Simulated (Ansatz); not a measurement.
Ideal-gas functions of Cl2HOSc (`[OH][Sc]([Cl])[Cl]`) at 500 K and 1 bar, from an Ansatz frequency run at PBE0-D4/def2-TZVP.

Molar mass 132.87 g/mol, point group C2v (symmetry number 2), electronic degeneracy 1, moments of inertia 133.607, 284.062, 417.669 u Å². Harmonic wavenumbers (cm⁻¹, unscaled): 77, 97, 135, 221, 375, 408, 471, 776, 3986.

Use S(trans) = R[1.5 ln M + 2.5 ln T − 1.1517]; rotational temperatures θ = 24.2544 K / I; S(rot) = R[ln(√π/σ · √(T³/θAθBθC)) + 1.5]; for each mode x = 1.438777 ν̃/T, S = R[x/(eˣ − 1) − ln(1 − e⁻ˣ)] and H = RT x/(eˣ − 1); 1 cm⁻¹ = 0.0119627 kJ/mol; R = 8.31446 J/(mol·K).

Q: By hand: the entropy, in J/(mol·K).

A: Translation 180.6. Rotation: θ = 0.1815, 0.0854, 0.0581 K, giving 118.1. Vibration, mode by mode: 20.86, 18.95, 16.23, 12.22, 8.07, 7.44, 6.40, 3.17, 0.00, in all 93.3. Electronic 0.0. Sum 392.0 J/(mol·K).

Q: By hand: H − E and G − E in kJ/mol, counted from the electronic energy.

A: Zero-point energy ½ × 6546 × 0.0119627 = 39.2; thermal vibration 21.3; translation, rotation and pV give 4 RT = 16.6. H − E = 77.1 kJ/mol, and G − E = 77.1 − 500 × 392.0/1000 = -118.9 kJ/mol.

Vibration gives 24 % of the entropy, 56.0 J/(mol·K) of it from the modes under 150 cm⁻¹: soft modes count most, and the harmonic formula is weakest for them. The sum counts one conformer and one mirror image; others add a mixing term.
